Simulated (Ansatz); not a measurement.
Born–Oppenheimer molecular dynamics of ClF$_{2}$GeH$_{3}$ (7 atoms, charge 0, multiplicity 1). It starts at the highest image of a converged band, a first-order saddle point between two minima.

Computed with Ansatz, RKS PBE-D4/def2-SVPD.

```yaml
ensemble: NVE (velocity Verlet)
time_step: 0.5 fs
steps_asked: 200
starting_velocities_drawn_for: 300 K
seed: 2041
```

First frame:

```xyz
7
Properties=species:S:1:pos:R:3
Ge -0.335 0.013 -0.064
H 0.221 -0.145 1.629
F 1.417 0.173 -0.341
F -0.819 1.603 -0.605
H -0.714 -1.258 -0.832
Cl -2.365 -0.111 1.397
H -0.713 -0.159 1.819
```

(1) How far do the bonds stretch over the last three quarters of this one trajectory? (Pairs bonded in most of those frames.)

Results:

(1) 
```csv
bond,mean (Å),spread (Å),shortest,longest
Ge1–H2,1.540,0.030,1.49,1.59
Ge1–F3,1.785,0.030,1.73,1.82
Ge1–F4,1.798,0.050,1.71,1.86
Ge1–H5,1.544,0.039,1.48,1.60
Cl6–H7,1.311,0.040,1.25,1.38
```

Mean temperature of the second half: 2099 K. The conserved energy stayed within 0.082 meV per atom of its start (net change -0.072 meV per atom), so the integration is sound. The kinetic energy rose, since the run started high on the potential surface and went downhill. It ends in pieces (ClH + F2GeH2), so much of that is their flight and rotation, not heat. A run of 0.1 ps of so small a system gives no equilibrium averages. The orbitals stay closed-shell, which can raise the energy where a bond breaks towards radicals; this wasn't checked here.

The run took 3 min on 4 threads of Intel(R) Xeon(R) Platinum 8488C (Sapphire Rapids), on a shared host, peak memory 0.22 GiB.
